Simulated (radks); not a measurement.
Species: Tm V. Configuration: [Xe] 4f11.

Calculated with a radial shooting solver on a logarithmic mesh with Libxc functionals: Dirac Kohn-Sham, B86b exchange with PBE correlation, spin-unpolarised, spherical densities, finite nucleus; open shells fill j = l - 1/2 first; Fermi nuclear charge, rms radius 5.2256 fm.

Energy parts (hartree):
part                       energy
total                 -13578.5249
kinetic                15033.0311
electron-nucleus      -33524.9351
Hartree                 5199.4517
exchange-correlation    -286.0726

Orbitals (lengths in bohr, moments of r in powers of bohr):
orbital,occ.,eigenvalue (hartree),<1/r>,<r^2>,small-component weight
1s1/2,2,-2177.859,79.07,0.0005486,6.68e-02
2s1/2,2,-368.9329,19.05,0.008457,1.50e-02
2p1/2,2,-351.7763,19.03,0.006089,1.50e-02
2p3/2,4,-315.7540,16.42,0.007305,1.38e-02
3s1/2,2,-84.54644,6.979,0.05571,4.84e-03
3p1/2,2,-76.98789,6.895,0.05148,4.78e-03
3p3/2,4,-69.38312,6.227,0.05828,4.42e-03
3d3/2,4,-56.47316,6.113,0.04578,4.30e-03
3d5/2,6,-54.81187,5.951,0.04766,4.20e-03
4s1/2,2,-18.30954,2.926,0.2789,1.57e-03
4p1/2,2,-15.26521,2.817,0.2904,1.48e-03
4p3/2,4,-13.53838,2.587,0.3274,1.35e-03
4d3/2,4,-8.52225,2.369,0.3658,1.17e-03
4d5/2,6,-8.20604,2.313,0.3802,1.13e-03
4f5/2,6,-2.10569,1.815,0.6349,7.41e-04
4f7/2,5,-2.05615,1.791,0.6541,7.26e-04
5s1/2,2,-3.72004,1.131,1.570,3.44e-04
5p1/2,2,-2.84300,1.015,1.912,2.83e-04
5p3/2,4,-2.59208,0.9397,2.174,2.51e-04

The highest occupied level is 4f7/2 at -55.951 eV. The density falls to 0.001 e/bohr^3 at r = 2.96 bohr. Summed over all electrons, <r^2> = 29.91 bohr^2, which gives a Langevin (diamagnetic) susceptibility term of -23.7 x 10^-6 cm^3/mol.
